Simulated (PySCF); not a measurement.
**Sr: excitation energy**

Sr [Kr] 5s2 (1S) → Sr [Kr] 4d1 5s1 (3D), as a difference of total energies. All numbers are calculated (PySCF 2.14, a scalar-relativistic core potential, in def2-QZVPPD with the def2 core potential (28 electrons)). Correlated levels: valence: 4s2 4p6 frozen; valence and next inner shell: nothing frozen outside the core potential. The calculations carry no spin-orbit coupling.

```csv
method,excitation energy (eV)
UHF,1.852
LDA,1.867
PBE,1.726
PBE0,1.789
r2SCAN,1.500
CAM-B3LYP,2.093
TPSSh,1.744
PW91,1.712
B2PLYP,2.127
MP2 (valence),2.257
SCS-MP2 (valence),2.427
MP2 (valence and next inner shell),2.357
SCS-MP2 (valence and next inner shell),2.502
```

**Question.** How much does correlation contribute at MP2 (valence and next inner shell)?

**Answer.** 2.357 − (1.852) = 0.505 eV, measured against UHF.

Errors of the correlated levels include the incompleteness of this basis and the frozen core.

For comparison: 2.263 eV (measured; NIST levels, between the centres of gravity of the two terms).
